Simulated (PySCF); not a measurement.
A structure optimised at PBE0-D3(BJ)/def2-TZVP, used in a PySCF frequency run:

```xyz
4

Cd    -0.0093     0.0107     0.0000
Cl     0.0150     2.2885     0.0000
S     -0.0676    -2.3124     0.0000
H      1.2725    -2.4197     0.0000
```

### Question
Write its SMILES, formula and point group.

### Answer
[SH][Cd][Cl], CdClHS, Cs

### Question
What are its rotational constants (standard atomic weights)?

### Answer
287.48, 1.3928, 1.3861 GHz
